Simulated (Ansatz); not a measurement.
Input file for Ansatz (a quantum-chemistry and plane-wave program): U-CCSD(T)/def2-TZVPP on GeF, 2S+1 = 2, a spin state set in the input, which need not be the lowest, a point of a bond scan (R = 1.763 Å).

Ansatz 0.2 input:
```yaml
crystal:
  periodic: [false, false, false]
  atoms:
    - {symbol: F, position_ang: [0.00000000, 0.00000000, 0.00000000]}
    - {symbol: Ge, position_ang: [0.00000000, 0.00000000, 1.76273500]}
basis:
  gaussian:
    orbitals: def2-TZVPP
    pivot_positions_ang: [[0.00000000, 0.00000000, 0.00000000], [0.00000000, 0.00000000, 1.76273500]]
magnetization: {spin_polarized: true, initial_magnetization: 1}
correlation: {method: ccsd_t, electrons: valence}
output: {orbitals: {seedname: ./end}}
```

It printed:

```
WARN ansatz: RAYON_NUM_THREADS=2 ignored (pool sized by the plan → 2); use --threads N
Functional definition: HF
integrals: 0.09 GiB planned
550 factors; integrals over basis functions are off by at most 4.2e-4 eV
mean field: 0.20 GiB planned
mean field evaluation 1: about -59179.1916 eV, gradient 2.1e1 eV
mean field evaluation 2: about -59179.1933 eV, gradient 2.1e1 eV
mean field evaluation 4: about -59180.8458 eV, gradient 1.6e0 eV
mean field evaluation 8: about -59180.8809 eV, gradient 1.6e-1 eV
mean field evaluation 16: about -59180.8729 eV, gradient 6.5e-1 eV
mean field evaluation 32: about -59180.8811 eV, gradient 2.4e-1 eV
mean field evaluation 64: about -59173.8731 eV, gradient 9.0e-2 eV
mean field evaluation 96: about -59177.3974 eV, gradient 1.2e0 eV
mean field -59180.88136731 eV, -2174.8572760064 hartree, gradient 2.5e-6 eV, S^2 0.767358; 3 other end points of the search recorded, 0 dependent functions left out
determinant -59180.88136731 eV, -2174.8572760064 hartree, with singles and doubles -59193.28893028 eV, -2175.3132455355 hartree
determinant -59177.42251358 eV, -2174.7301654764 hartree, with singles and doubles -59190.13909722 eV, -2175.1974913056 hartree
10 core orbitals not correlated
reference -59180.88136731 eV, -2174.8572760064 hartree; 11, 10 occupied and 58, 59 virtual orbitals, 550 factors
second order -12.36385803 eV of doubles, -0.00000000 eV of singles
coupled cluster: 0.31 GiB planned
cycle   1  -12.40837134 eV  change    -1.1e0 eV  update   1.9e-2
cycle   2  -12.43126786 eV  change   -2.3e-2 eV  update   4.5e-3
cycle   3  -12.43222669 eV  change   -9.6e-4 eV  update   2.2e-3
cycle   4  -12.43248570 eV  change   -2.6e-4 eV  update   6.6e-4
cycle   5  -12.43254874 eV  change   -6.3e-5 eV  update   3.4e-4
cycle   6  -12.43284130 eV  change   -2.9e-4 eV  update   1.2e-4
cycle   7  -12.43285746 eV  change   -1.6e-5 eV  update   5.6e-5
cycle   8  -12.43286196 eV  change   -4.5e-6 eV  update   1.6e-5
perturbative correction -0.42148111 eV, -0.0154891452 hartree
Total energy: -59193.73571038 eV, -2175.3296644013 hartree
```

Self-consistency was reached.

Cost: very roughly 15 core-seconds.
